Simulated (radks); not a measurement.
Effect of the nuclear size on neutral gadolinium, [Xe] 4f7 5d1 6s2. Method: Dirac Kohn-Sham, BLYP, spin-unpolarised, spherical densities, finite nucleus; open shells fill j = l - 1/2 first; Fermi nuclear charge, rms radius 5.1569 fm; computed with a radial shooting solver on a logarithmic mesh with Libxc functionals. The rms radius is varied about that value; shifts are against it.

rms radius (fm)  total energy shift (eV)  density at nucleus (e/bohr^3)  1s1/2 shift (meV)  2s1/2 shift (meV)  5s1/2 shift (meV)  5p1/2 shift (meV)  6s1/2 shift (meV)  5d3/2 shift (meV)  6p1/2 (empty) shift (meV)
4.6412                             -3.99                      6.458e+05              -1650               -212              -1.63              0.202             -0.092              0.136                      0.051
4.9764                             -1.43                      6.345e+05               -591              -76.1             -0.587              0.073             -0.033              0.049                      0.018
5.1569                                 0                      6.287e+05              0.000              0.000              0.000              0.000              0.000              0.000                      0.000
5.4044                              2.03                      6.213e+05                836                108              0.830             -0.103              0.047             -0.069                     -0.026
6.4049                              10.9                      5.948e+05               4510                580               4.47             -0.553              0.253             -0.371                     -0.141

Slopes of the eigenvalues against <r^2> in GHz/fm^2, as finite differences over the two radii next to the reference (eigenvalue slopes, not the field-shift constants of lines): 1s1/2 77600, 2s1/2 10000, 5s1/2 77.1, 5p1/2 -9.53, 6s1/2 4.36, 5d3/2 -6.39, 6p1/2 (empty) -2.42.
